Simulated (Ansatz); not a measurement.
A nudged elastic band was laid between two geometries of BrH3InN (6 atoms, charge 0, multiplicity 1).

Theory: RKS PBE-D4/def2-SVP (Ansatz 0.2.0).

```yaml
movable_images: 7
climbing_image: yes
spring: 5.0 eV/Å²
optimiser: quadratic models (default)
start_path: through a guess of the saddle point
force_threshold: 0.05 eV/Å
iteration_limit: 60
end_points: relaxed
```

Initial state:

```xyz
6
Properties=species:S:1:pos:R:3
N 0.046 -0.654 -1.029
In 0.165 0.663 0.521
Br -0.089 -0.559 2.711
H -0.434 -1.538 -0.830
H -0.247 -0.302 -1.946
H 0.601 2.325 0.528
```

Final state:

```xyz
6
Properties=species:S:1:pos:R:3
N -0.370 -0.551 -1.020
In 0.202 0.655 0.520
Br -0.040 -0.571 2.709
H -0.350 -1.559 -0.832
H 0.011 -0.367 -1.954
H 0.588 2.329 0.531
```

**Question.** Which bonds break or form, and what moves?

**Answer.** No bond is made or broken. The height of N1 over the plane of its neighbours goes from 0.29 to -0.29 Å. The two ends are copies of one structure, up to a mirror image or an exchange of like atoms.

**Question.** Give the energies along the band, and the barrier.

**Answer.** The run converged. The highest image is number 5 of 0 to 8, 0.015 eV above the ends, which have the same energy within 2 meV. A vibrational analysis at the climbing image gives one clearly imaginary mode, 234i cm⁻¹: a first-order saddle point.

```tsv
image	path coordinate (Å)	energy (eV)	height of N1 over the plane of its neighbours (Å)
0	0.00	0.000	0.29
1	0.05	0.001	0.25
2	0.11	0.005	0.19
3	0.16	0.009	0.13
4	0.21	0.013	0.07
5	0.27	0.015	0.01
6	0.36	0.012	-0.10
7	0.46	0.004	-0.20
8	0.55	0.000	-0.29
```

**Question.** What is the geometry of the highest image?

**Answer.** 
```xyz
6
Properties=species:S:1:pos:R:3
N -0.170 -0.583 -0.996
In 0.191 0.666 0.544
Br 0.021 -0.597 2.714
H -0.396 -1.569 -0.855
H -0.176 -0.318 -1.983
H 0.571 2.337 0.529
```

**Question.** What are the harmonic wavenumbers there?

**Answer.** 234i, 106, 240, 325, 423, 428, 611, 672, 1440, 1801, 3498, 3618 cm⁻¹.

The run took 5.4 min on 1 thread of Arm Neoverse V1, on a shared host, peak memory 0.13 GiB.
